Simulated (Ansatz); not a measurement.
```yaml
crystal:
  periodic: [false, false, false]
  atoms:
    - {symbol: C, position_ang: [-1.503688, -0.151519, -0.107401]}
    - {symbol: B, position_ang: [0.030534, 0.228613, -0.206422]}
    - {symbol: C, position_ang: [1.103180, -0.882358, -0.557623]}
    - {symbol: O, position_ang: [0.437421, 0.699206, 1.385386]}
    - {symbol: Cl, position_ang: [0.325097, 1.839960, -1.116077]}
    - {symbol: H, position_ang: [-2.137342, 0.670306, 0.242966]}
    - {symbol: H, position_ang: [-1.873490, -0.421403, -1.100461]}
    - {symbol: H, position_ang: [-1.668770, -1.014752, 0.545082]}
    - {symbol: H, position_ang: [1.002591, -1.763702, 0.083696]}
    - {symbol: H, position_ang: [2.137756, -0.528180, -0.495177]}
    - {symbol: H, position_ang: [0.954870, -1.214271, -1.588925]}
    - {symbol: H, position_ang: [1.339618, 1.045791, 1.338187]}
    - {symbol: H, position_ang: [-0.127278, 1.457408, 1.591670]}
basis:
  gaussian: {orbitals: def2-TZVPP}
hamiltonian: {xc: {name: HF}}
correlation: {method: mp2, frozen_orbitals: {C: 0}}
accuracy: high
output: {forces: true}
```

```sh
$ ansatz run in.yaml --threads 4 --pin off --events-out ev --progress --plain --max-ram 10444MiB
```

It prints (some lines left out):

```
Functional definition: HF
Error: "frozen_orbitals" has no count for B
```

Something in this input is off. What?

Frozen orbitals are typed for one element alone, and the program wants a count for each. The program refused the input.
